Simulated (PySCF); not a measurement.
Computed IR spectrum (relative IR intensity) of a molecule C7H7, multiplicity 2. Geometry optimised at ωB97X-D3(BJ)/def2-SVP. One conformer was computed; it need not be the lowest. All values below come from ωB97X-D3(BJ)/def2-SVP in PySCF. Frequencies are harmonic and unscaled.

```csv
ν (cm⁻¹),relative intensity
205,2.7
488,28
697,100
792,98
932,8.3
972,3.3
1054,5.8
1121,8.5
1289,7.1
1494,14
1516,18
3177,8.8
3203,8.8
3217,8.1
3223,48
3234,17
3291,8.5
```

Task: Which structure fits?
(A) [CH]1C2C=CC1C=C2
(B) [C]1=CC2C=CC1C2
(C) [CH2]c1ccccc1
(D) Cc1[c]cccc1

Result: C, [CH2]c1ccccc1
